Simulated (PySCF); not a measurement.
Input file for PySCF: R-HF/STO-3G on C2H3N (SMILES CC#N).

```python
from pyscf import gto, scf, dft, mp
from pyscf.data.elements import chemcore

mol = gto.M(
    atom='''
    C    -0.28641491    0.48113615    5.35599881
    C    -0.17655682    0.20074012    3.93470178
    N    -0.08914837   -0.02153158    2.81219262
    H    -0.48580953    1.54120085    5.51334125
    H    -1.10065078   -0.09991404    5.78928534
    H     0.64317423    0.21778310    5.86081117
    ''',
    basis='sto-3g',
    charge=0, spin=0, verbose=3, max_memory=1800)
mf = scf.RHF(mol)
mf.conv_tol = 1e-8
mf.max_cycle = 100
mf.kernel()
if not mf.converged:
    mf = mf.newton().run(mf.mo_coeff, mf.mo_occ)
```

It printed:

```
converged SCF energy = -130.270507444761
```

The calculation finished and met its thresholds.

Cost: very roughly 0.13 core-seconds.
